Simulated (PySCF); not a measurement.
Compound: C5H4F3NS.
Atom-mapped SMILES: `[CH3:1][c:2]1[cH:3][c:4]([C:5]([F:6])([F:7])[F:8])[n:9][s:10]1` (hydrogens: H11, H12, H13 on C1; H14 on C3)

Structure used (GFN2-xTB), in Å, numbered top down from 1:
```xyz
14
C5H4F3NS angstrom
C     -2.569    0.083    0.264
C     -1.161   -0.305    0.015
C     -0.054    0.492   -0.101
C      1.087   -0.300   -0.337
C      2.477    0.229   -0.517
F      2.998   -0.085   -1.711
F      2.513    1.569   -0.426
F      3.329   -0.236    0.409
N      0.891   -1.595   -0.400
S     -0.672   -1.952   -0.181
H     -2.937   -0.379    1.179
H     -3.207   -0.248   -0.555
H     -2.651    1.163    0.358
H     -0.046    1.563   -0.025
```

Vertical excitations from PySCF (density fitting, frozen core in the response, grid level 2 and gas phase unless stated; continuum runs use non-equilibrium linear response for the excitations) on a GFN2-xTB geometry. Reference run:

| settings | S1, eV (f) | S2, eV (f) | S3, eV (f) | S4, eV (f) | S5, eV (f) | S6, eV (f) | T1, eV (Tamm–Dancoff) | mean α (au) |
| --- | --- | --- | --- | --- | --- | --- | --- | --- |
| PBE0/def2-SVPD, full TDDFT, 6 singlets | 5.52 (0.003) | 5.73 (0.100) | 5.77 (0.103) | 6.22 (0.000) | 6.50 (0.000) | 7.14 (0.006) | 3.82 | 83.3 |

Task: What do these settings give: B3LYP/def2-SVPD, energy threshold 1e-08 Eh, TDA, 12 singlets?

Result: 
```csv
settings,"S1, eV (f)","S2, eV (f)","S3, eV (f)","S4, eV (f)","S5, eV (f)","S6, eV (f)","T1, eV (Tamm–Dancoff)",mean α (au)
"B3LYP/def2-SVPD, energy threshold 1e-08 Eh, TDA, 12 singlets",5.47 (0.005),5.81 (0.129),5.92 (0.098),6.11 (0.000),6.35 (0.000),7.01 (0.006),–,84.2
```

S1 moves by -0.05 eV; functional and response scheme change together, so the shift can't be laid on one. States are counted by energy in each run and needn't keep their character from row to row.

Task: Give the leading configurations of S1 (H = HOMO, L = LUMO) and the HOMO–LUMO gap of each run.

Result: 
```
                                                    settings  S1 configurations (weight)  S1 (eV)  orbital gap (eV)  S1 − gap (eV)
                      PBE0/def2-SVPD, full TDDFT, 6 singlets                  H−2→L 0.98     5.52              6.43          -0.91
B3LYP/def2-SVPD, energy threshold 1e-08 Eh, TDA, 12 singlets                  H−2→L 0.98     5.47              6.01          -0.54
```

